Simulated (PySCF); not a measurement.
A run for PySCF: D3(BJ) and D4 dispersion corrections on GeH10Si2 (a complex), monomers drawn apart or pushed together.

```python
from pyscf import gto
from pyscf.dispersion import dftd3, dftd4

mol = gto.M(
    atom='''
    Ge    0.01233141    0.13777355    0.04474913
    H    -1.31819227    0.71739864   -0.45656267
    H     0.68985238    1.14778768    0.98215662
    H     0.93404062   -0.14895454   -1.15010930
    H    -0.25299990   -1.16594684    0.81128662
    Si    1.14718616   -0.21928436    7.43531060
    Si   -1.19282470   -0.32222338    7.31825672
    H     1.60516075    1.18874889    7.35325471
    H     1.76813121   -0.98752757    6.33076424
    H     1.60660155   -0.79232488    8.72465212
    H    -1.78287094    0.29361954    8.53222518
    H    -1.64420944   -1.73230147    7.23470721
    H    -1.69984664    0.40746941    6.13160957
    ''',
    basis='def2-svp',
    charge=0, spin=0, verbose=0, max_memory=1800)
d3, d4 = {}, {}
for xc in ['hf', 'pbe', 'blyp', 'revpbe', 'tpss', 'r2scan', 'b3lyp', 'pbe0', 'bhlyp', 'camb3lyp', 'b2plyp']:
    d3[xc] = float(dftd3.DFTD3Dispersion(mol, xc=xc, version='d3bj', atm=False).get_dispersion()['energy'])
    print(f'D3(BJ) {xc:10s} {d3[xc]:14.8f} Eh')
for xc in ['hf', 'pbe', 'blyp', 'revpbe', 'tpss', 'r2scan', 'b3lyp', 'pbe0', 'bhlyp', 'camb3lyp', 'b2plyp']:
    d4[xc] = float(dftd4.DFTD4Dispersion(mol, xc={'camb3lyp': 'cam-b3lyp'}.get(xc, xc), atm=True).get_dispersion()['energy'])
    print(f'D4     {xc:10s} {d4[xc]:14.8f} Eh')
```

It printed:

```
D3(BJ) hf            -0.06078033 Eh
D3(BJ) pbe           -0.00692689 Eh
D3(BJ) blyp          -0.01531430 Eh
D3(BJ) revpbe        -0.01702563 Eh
D3(BJ) tpss          -0.00886672 Eh
D3(BJ) r2scan        -0.00193764 Eh
D3(BJ) b3lyp         -0.01265755 Eh
D3(BJ) pbe0          -0.00613994 Eh
D3(BJ) bhlyp         -0.01051064 Eh
D3(BJ) camb3lyp      -0.00581510 Eh
D3(BJ) b2plyp        -0.00618652 Eh
D4     hf            -0.02290206 Eh
D4     pbe           -0.00646891 Eh
D4     blyp          -0.01422226 Eh
D4     revpbe        -0.01933620 Eh
D4     tpss          -0.00869793 Eh
D4     r2scan        -0.00157305 Eh
D4     b3lyp         -0.01046743 Eh
D4     pbe0          -0.00544466 Eh
D4     bhlyp         -0.00825681 Eh
D4     camb3lyp      -0.00553277 Eh
D4     b2plyp        -0.00447621 Eh
```

The run finished.

Cost: very roughly 0.020 core-seconds.
